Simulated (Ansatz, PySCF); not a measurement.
MoBr₃, SMILES [Br][Mo]([Br])[Br] (connectivity only; charge and spin as stated), neutral, multiplicity 4. Atoms are numbered in the order given.

```xyz
4

Mo     0.0000     0.0000     0.0000
Br     2.4092     0.0000     0.0000
Br    -1.2046    -2.0865     0.0000
Br    -1.2046     2.0865     0.0000
```
Charge 0, spin multiplicity 4.

Geometry optimised at B3LYP-D3(BJ)/def2-SVP. The multiplicity is an assumed one; other spin states were not compared. The def2 effective core potentials stand for the cores of Mo; spin–orbit coupling is left out.

Two levels are set side by side: PBE-D3(BJ)/def2-SVP (Ansatz, a first-principles code) and B3LYP-D3(BJ)/def2-SVP (Ansatz). Each level has its own optimised geometry; the coordinates shown are those of the second. Frequencies come from the Hessian of PySCF at each geometry. Differences are taken from unrounded values.

| quantity | B3LYP-D3(BJ) |
|---|---|
| mean bond length (Å) | 2.409 |
| bond Mo1–Br2 (Å) | 2.409 |
| bond Mo1–Br3 (Å) | 2.409 |
| bond Mo1–Br4 (Å) | 2.409 |
| highest harmonic wavenumber (cm⁻¹) | 325 |
| mean harmonic wavenumber (cm⁻¹) | 174 |
| zero-point energy (kcal/mol) | 1.49 |

What does PBE-D3(BJ) give, and how far is it from B3LYP-D3(BJ)? (An estimate is asked for; the answer gives what the named calculation found.)


```tsv
quantity	PBE-D3(BJ)	PBE-D3(BJ) minus B3LYP-D3(BJ)
mean bond length (Å)	2.401	-0.008
bond Mo1–Br2 (Å)	2.401	-0.008
bond Mo1–Br3 (Å)	2.401	-0.008
bond Mo1–Br4 (Å)	2.401	-0.008
highest harmonic wavenumber (cm⁻¹)	324	-1
mean harmonic wavenumber (cm⁻¹)	174	0
zero-point energy (kcal/mol)	1.49	0.00
```

Here PBE gives about what the other level gives.
